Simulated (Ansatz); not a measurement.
Calculated with Ansatz (gas phase, PBE0-D4/def2-TZVP geometries, no zero-point term in ΔE). CCSD(T)/CBS adds triple-zeta CCSD(T) − MP2 to the extrapolated MP2 energy (def2 sets, frozen cores). Functionals use def2-TZVPP. B3LYP here is the variant with VWN-RPA as its local correlation; programs differ in this. For Se outer-core shells are correlated without core-valence functions, which leaves a few kJ/mol of doubt a bond. Scalar relativity is left out up to krypton. Each species was taken in one conformer, which may not be the lowest.

`CCO[SiH3]` + `[SiH3][SeH]` → `CC[Se][SiH3]` + silanol  (substitution at a C–O bond)

```csv
level,ΔE (kcal/mol),difference from CCSD(T)/CBS
revPBE-D4,-9.1,0.3
PBE0-D4,-8.4,1.0
CAM-B3LYP-D4,-6.2,3.2
B2PLYP,-8.0,1.4
PBE,-8.1,1.3
BLYP,-6.6,2.8
r2SCAN,-7.9,1.5
PBE0,-7.9,1.5
B3LYP,-6.5,2.9
BHLYP,-6.0,3.4
LC-ωPBE,-7.2,2.2
MP2/def2-SVP,-5.3,4.1
MP2/def2-TZVPP,-11.1,-1.7
CCSD/def2-TZVPP,-8.2,1.2
CCSD(T)/def2-TZVPP,-8.8,0.6
MP2/def2-QZVPP,-11.4,-2.0
CCSD(T)/CBS,-9.4,0
```

Largest T1 diagnostic among the species: 0.011.

The D4 term adds −1.0 kcal/mol with B3LYP and −0.5 kcal/mol with PBE0; it sums over pairs of atoms, weighted by their polarisabilities, and B3LYP, whose exchange is more repulsive, gets the larger term. Leaving LDA and LC-ωPBE aside and taking each functional with its dispersion term where it has one, the values spread over 2.9 kcal/mol, from revPBE-D4 to CAM-B3LYP-D4. LDA lies +1.2 kcal/mol from PBE without D4. At CCSD(T), def2-SVP lies +6.4 kcal/mol from the extrapolated value and def2-TZVPP +0.6 kcal/mol.
